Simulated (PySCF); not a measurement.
**Static response to an electric field**

Species: CH4FNO4S2.
Structure used (GFN2-xTB), in Å, numbered top down from 1:
```
atom  x, y, z in Å
C1    -1.6818    0.3492   -0.5973
S2    -0.6601   -0.8592    0.2287
O3     0.0932   -1.6234   -0.7102
O4    -1.3924   -1.5342    1.2487
N5     0.4818    0.1474    0.9823
S6     1.7122    0.2865   -0.1110
O7     2.6980   -0.7088   -0.0243
O8     1.1904    0.8028   -1.3117
F9     2.3832    1.5741    0.6291
H10   -2.4326   -0.1797   -1.1725
H11   -2.1414    0.9695    0.1604
H12   -1.0213    0.9136   -1.2438
H13    0.7665   -0.1373    1.9038
```

Level: CAM-B3LYP/def2-SVPD (PySCF), static field, nuclei fixed, core orbitals frozen in the response. The polarisability tensor in these axes (au):

```
x   78.86  2.17  0.33
y    2.17 66.31 -2.79
z    0.33 -2.79 64.81
```

Q: Give the principal values, the mean and the anisotropy Δα = √{½[(α1 − α2)² + (α2 − α3)² + (α1 − α3)²]}.

A: Principal values 62.52, 68.23 and 79.23 au; mean 69.99 au = 10.37 Å³ = 11.54 × 10⁻⁴⁰ C²·m²/J; Δα = 14.71 au (21 % of the mean).

Q: What is the dipole moment, and where does it point?

A: (-2.89, 2.50, 1.13) D, 3.98 D in size, pointing from the negative to the positive side. Measured along this direction, the outermost atoms are O7 at the negative end and H11 at the positive end.

Q: Form Σ f/ω² (atomic units) for the 8 lowest TDDFT singlets, given as eV and f, and set it beside the mean polarisability, which is this sum over all singlets: 7.77, 0.0023; 8.22, 0.0104; 8.32, 0.0049; 8.41, 0.0114; 8.63, 0.0029; 8.68, 0.0072; 8.76, 0.0080; 8.91, 0.0326.

A: They add up to 0.79 au, 1.1 % of the 69.99 au; the largest single term is 0.30 au, from the state at 8.91 eV. Terms in order: 0.03, 0.11, 0.05, 0.12, 0.03, 0.07, 0.08, 0.30 au. Higher excitations give the rest. The strengths listed sum to 0.080.

Q: What are the principal values of the traceless quadrupole moment, Θ = ½Σq(3rr − r²1), about the centre of nuclear charge?

A: -12.87, -1.31, 14.17 D·Å. The values depend on the origin, since the dipole doesn't vanish. The electronic extent ⟨r²⟩ about the same centre is 1332 bohr², a root-mean-square distance of 2.04 Å for the 90 electrons.

Q: Estimate the molar refractivity from the static electronic polarisability.

A: Lorentz–Lorenz: R = (4π/3)N_A α = 2.5225 cm³/(mol·Å³) × 10.37 Å³ = 26.2 cm³/mol, in the limit of long wavelengths.

Q: Find the Langevin capture rate constant for NH4+ (18.034 u) meeting this molecule (176.957 u), k = 2.342 × 10⁻⁹ cm³/s × √(α in Å³ / reduced mass in u).

A: The reduced mass is 16.37 u, so k = 1.86 × 10⁻⁹ cm³/s. The formula leaves out the permanent dipole, which adds to the capture rate.

Isolated species at its GFN2-xTB geometry (one conformer only).
